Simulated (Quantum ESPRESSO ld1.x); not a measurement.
Q: All-electron atom: Nb4+ in [Kr] 4d1 (the NIST ground configuration). Method: scalar-relativistic Kohn-Sham, BLYP, spin-unpolarised, spherical densities, point nucleus; computed with ld1.x of Quantum ESPRESSO 7.5. Some entries of the table are withheld. Estimate them.

orbital  occ.  eigenvalue (eV)  <r> (bohr)
1s          2         -18859.2     0.03609
2s          2         -2678.67      0.1580
2p          6         -2397.15      0.1377
3s          2              (1)         (2)
3p          6         -393.563      0.4458
3d         10         -243.181         (3)
4s          2              (4)       1.135
4p          6         -78.5593       1.251
4d          1         -43.3171       1.618

A: 
(1) 3s eigenvalue (eV): -485.548
(2) 3s <r> (bohr): 0.4432
(3) 3d <r> (bohr): 0.4326
(4) 4s eigenvalue (eV): -103.261
